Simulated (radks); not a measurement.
Results of a calculation; reference values are marked as such.
Task: These are the eigenvalues of the occupied orbitals of an atom or ion with whole-number occupations (Ry). Code: a radial shooting solver on a logarithmic mesh with Libxc functionals. Model: scalar-relativistic Kohn-Sham, exchange-only LDA, spin-polarised, spherical densities, finite nucleus; Fermi nuclear charge, rms radius of each element as measured or else 0.836 A^(1/3) + 0.57 fm.

1s down: -4076.700
1s up: -4076.700
2s up: -683.8794
2s down: -683.8737
2p up: -606.4594
2p down: -606.4553
3s up: -154.5702
3s down: -154.4330
3p up: -130.9036
3p down: -130.7673
3d up: -100.7637
3d down: -100.6575
4s up: -32.45576
4s down: -32.16728
4p up: -24.65165
4p down: -24.36708
4d up: -14.09866
4d down: -13.82026
5s up: -5.84836
5s down: -5.70793
5p up: -3.95329
5p down: -3.84872
4f up: -2.57968
4f down: -2.33123

Which element is it, and in what charge state? The configuration may be excited. Open shells, if any, are filled with parallel spins first.

Result: Z = 67, holmium, charge +3: Ho3+ in [Xe] 4f10. The list shows which subshells hold electrons but not how many an open one holds; the 1s level, -2038.4 hartree, gives Z - s = 63.8 by -(Z - s)^2/2, which with screening and relativity narrows Z to a few neighbours, and the depths of the outer levels then fix element, charge and occupations together.
